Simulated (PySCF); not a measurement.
CAM-B3LYP single point of singlet Cu(OH)₃ at its PBE0 minimum.

An equivalent PySCF input for this run (the driver started from the density of an earlier step):

```python
from pyscf import gto, scf, dft
mol = gto.M(atom='''
Cu    -0.007792    -0.005479    -0.208099
O      0.151216     0.099851     1.562764
O      1.684924    -0.173229    -0.594899
O     -1.766565     0.062936    -0.274305
H     -0.759648    -0.096314     1.836545
H      2.265709    -0.310092     0.162924
H     -2.112793     0.931616    -0.031208''',
    basis={'Cu': 'def2-SVP', 'O': 'def2-SVP', 'H': 'def2-SVP'},
    charge=0, spin=0)
mf = dft.RKS(mol, xc='CAMB3LYP')
mf.grids.atom_grid = (75, 302)
aux = {'Cu': 'def2-universal-JKFIT', 'O': 'def2-universal-JKFIT', 'H': 'def2-universal-JKFIT'}
mf = mf.density_fit(auxbasis=aux)
mf.conv_tol = 1e-08
mf.diis_space = 10
mf.max_cycle = 60
mf.verbose = 4
mf.kernel()
```

Excerpt of the output:

```
init E= -1867.52895529192
  HOMO = -0.353168697827948  LUMO = -0.13240076224815  gap/eV = 6.00740
cycle= 1 E= -1867.52884072658  delta_E= 0.000115  |g|= 0.0895  |ddm|= 0.109
  HOMO = -0.349413389087169  LUMO = -0.142625295900243  gap/eV = 5.62699
cycle= 2 E= -1867.52210676863  delta_E= 0.00673  |g|= 0.229  |ddm|= 0.161
  HOMO = -0.351001124918285  LUMO = -0.134208039303142  gap/eV = 5.89924
cycle= 3 E= -1867.53001265123  delta_E= -0.00791  |g|= 0.0123  |ddm|= 0.119
  HOMO = -0.352520591926427  LUMO = -0.135279144740258  gap/eV = 5.91144
cycle= 4 E= -1867.53003589682  delta_E= -2.32e-05  |g|= 0.00364  |ddm|= 0.00792
  HOMO = -0.352542915823562  LUMO = -0.135569569560471  gap/eV = 5.90415
cycle= 5 E= -1867.53003760599  delta_E= -1.71e-06  |g|= 0.00201  |ddm|= 0.00287
  HOMO = -0.35256279775383  LUMO = -0.135502039534682  gap/eV = 5.90652
cycle= 6 E= -1867.5300385268  delta_E= -9.21e-07  |g|= 0.000351  |ddm|= 0.00201
  HOMO = -0.352538048934945  LUMO = -0.135520746809444  gap/eV = 5.90534
cycle= 7 E= -1867.53003860432  delta_E= -7.75e-08  |g|= 0.000235  |ddm|= 0.000731
  HOMO = -0.352564574913205  LUMO = -0.135526589052924  gap/eV = 5.90590
cycle= 8 E= -1867.53003863587  delta_E= -3.16e-08  |g|= 0.000129  |ddm|= 0.000405
  HOMO = -0.352554649471434  LUMO = -0.135529282450168  gap/eV = 5.90556
cycle= 9 E= -1867.53003866649  delta_E= -3.06e-08  |g|= 5.5e-05  |ddm|= 0.000603
  HOMO = -0.352557968805301  LUMO = -0.135528502858912  gap/eV = 5.90567
cycle= 10 E= -1867.53003867899  delta_E= -1.25e-08  |g|= 2.15e-05  |ddm|= 0.000551
  HOMO = -0.352557410983498  LUMO = -0.135528254841918  gap/eV = 5.90566
cycle= 11 E= -1867.53003868022  delta_E= -1.23e-09  |g|= 6.72e-06  |ddm|= 0.000173
  HOMO = -0.352556793207267  LUMO = -0.135528300917397  gap/eV = 5.90565
Extra cycle  E= -1867.5300386803  delta_E= -8.14e-11  |g|= 6.62e-06  |ddm|= 2.32e-05
converged SCF energy = -1867.5300386803
```

This run, together with those of the ionised and electron-attached species (not shown), took 17 s on 2 threads of a shared Arm Neoverse V1 host, with 88 basis functions; the process peaked at 1.3 GiB. Launch command: `OMP_NUM_THREADS=2 python axn.py task.json out`.
